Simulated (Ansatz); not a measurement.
System: hydroxysilane, sum formula H₄SiO, charge 0, multiplicity 1. SMILES: [SiH3]O
Geometry: optimised at B3LYP-D3(BJ)/def2-TZVP (Ansatz, a program for electronic structure).

Computed values are from Ansatz. Valence correlation only, unless marked. Open shells are spin-unrestricted. No spin-orbit coupling. No relativistic terms. Basis-set limits of correlation are two-point, X^-3; Hartree-Fock from the larger set (for Q and 5 zeta extrapolated as (X+1)exp(-9√X)).

```yaml
atomisation energy De: 1939.4 kJ/mol at CCSD(T)/CBS(cc-pV(Q+d)Z,cc-pV(5+d)Z)
vertical ionisation energy (to the doublet): 11.79 eV at CCSD(T)/CBS(aug-cc-pV(T+d)Z,aug-cc-pV(Q+d)Z)
vertical_triplet_singlet_gap: 7.18 eV at CCSD(T)/CBS(aug-cc-pV(T+d)Z,aug-cc-pV(Q+d)Z)
total_energy: -366.6845 Eh at CCSD(T)/CBS(cc-pV(Q+d)Z,cc-pV(5+d)Z)
dipole_moment: 1.28 D at CCSD(T)/aug-cc-pV(D+d)Z
T1 diagnostic: 0.010 at CCSD/cc-pV(5+d)Z
```
